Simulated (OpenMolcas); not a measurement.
An OpenMolcas run meant for C+ (ANO-R3, X2C; inactive shells 1s 2s; intended active space 1 electron in 3 orbitals (2p)). One step of its input:

```
&RASSCF
FileOrb=start.orb
Symmetry=1
Spin=2
nActEl=1 0 0
Inactive=2 0
Ras2=0 3
CIRoot=3 3 1
SDav=3
CIMx=300
Iter=57 100
PrWF=0.3
OrbListing=Nothing
MaxOrb=0
Atom
>>> COPY $Project.JobIph JOB001
```

Lines from the output:

```
...
      Number of secondary orbitals              28
      Spin quantum number                      0.5
      State symmetry                             1
Orbital specifications:
      -----------------------

      Symmetry species                           1   2
                                                ag  au
      Frozen orbitals                            0   0
      Inactive orbitals                          2   0
      Active orbitals                            0   3
      RAS1 orbitals                              0   0
      RAS2 orbitals                              0   3
      RAS3 orbitals                              0   0
      Secondary orbitals                        12  16
      Deleted orbitals                           0   0
      Number of basis functions                 14  19
      Number of CSFs                             0
      Number of root(s) required                 3
 ************ ERROR ***********
  You can't ask for more roots
  than there are configurations
 ******************************
--- Stop Module: rasscf at  /rc=_RC_INPUT_ERROR_ ---
.####################.
.# User input error #.
.####################.
```

Problem. What is wrong with the input?

Solution. The state symmetry names the wrong parity for these configurations.
